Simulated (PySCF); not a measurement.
**Tellurium: a sound run and one with changed settings**

Sound run: Te [Kr] 4d10 5s2 5p4, Te+ [Kr] 4d10 5s2 5p3. All numbers are calculated (PySCF 2.14, scalar relativity through the core potential, in cc-pVTZ-PP with ECP28MDF (5s4p3d1f, 39 functions)). In the sound run the correlated levels freeze 4s2 4p6 4d10 outside the core potential. The sound run starts from symmetry-adapted Hartree-Fock orbitals and uses a fine grid where one is needed.

Changed run: initial guess minao, at most 50 SCF cycles, level shift 2.0 hartree.

```csv
species,method,sound run (hartree),changed run (hartree),converged
Te,UHF,-267.00591,-267.00591,yes
Te,TPSS,-267.87846,-267.87846,yes
Te,PBE0,-267.99470,-267.99470,yes
Te,MP2,-267.09084,-267.03510,yes
Te,CCSD(T),-267.11143,-267.11143,yes
Te+,UHF,-266.72126,-266.72126,yes
Te+,TPSS,-267.55781,-267.55781,yes
Te+,PBE0,-267.67375,-267.67375,yes
Te+,MP2,-266.78427,-266.74326,yes
Te+,CCSD(T),-266.79936,-266.79936,yes
```

Ionisation energy of Te:

| method | sound run (eV) | changed run (eV) |
| --- | --- | --- |
| UHF | 7.746 | 7.746 |
| TPSS | 8.725 | 8.725 |
| PBE0 | 8.733 | 8.733 |
| MP2 | 8.342 | 7.941 |
| SCS-MP2 | 8.399 | 7.967 |
| CCSD | 8.466 | 8.466 |
| CCSD(T) | 8.492 | 8.492 |

A level shift leaves the converged SCF energy unchanged but raises the virtual orbital energies, which shrinks MP2 if it is not removed.

For comparison, NIST gives 9.010 eV between the lowest levels.
